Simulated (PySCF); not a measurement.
Constitutional and geometric isomers with formula C2H4B2. Gas-phase values, no solvent. One relaxed conformer stands for each flexible species; it need not be the lowest. Strings in code marks are SMILES. All members: neutral, multiplicity 1. Level: TPSSh-D3(BJ)/def2-TZVP // CAM-B3LYP-D3(BJ)/def2-TZVP (PySCF), beside PBE-D3(BJ)/def2-TZVP // CAM-B3LYP-D3(BJ)/def2-TZVP (PySCF) at the same geometries.  Orbital energies are measured against the vacuum level.

| species | HOMO, PBE (eV) | HOMO, TPSSh-D3(BJ) (eV) |
|---|---|---|
| `BC#CB` | -7.51 | -7.99 |
| `BB1C=C1` (H–B–B–C torsion 90°) | -6.86 | -7.38 |
| `CC1=BB1` | -6.69 | withheld |
| `CB1B=C1` | -6.51 | -7.09 |
| `C=BB=C` (C–B–B–C torsion 13°) | -6.14 | -6.53 |
| `B=C=BC` | -6.12 | -6.50 |
| `B=BC=C` (B–B–C–C torsion 42°) | -4.49 | -4.73 |

**Question.** Fit y = a + b·x, y being the HOMO at the first level, to the 6 complete rows by least squares, with x = the PBE value in eV. Give a, b and the rms residual, and predict the withheld value.

**Answer.** Means of the 6 rows: x̄ = -6.2717, ȳ = -6.7033 eV. Σ(x − x̄)² = 5.1511 and Σ(x − x̄)(y − ȳ) = 5.6531, so b = 1.097 and a = ȳ − b·x̄ = 0.177 eV. The rms residual is 0.064 eV. At x = -6.69 the line gives -7.16 eV. The run for `CC1=BB1` gave -7.24 eV, so the line is off by 0.08 eV, within twice the rms residual.

Codes: PySCF.
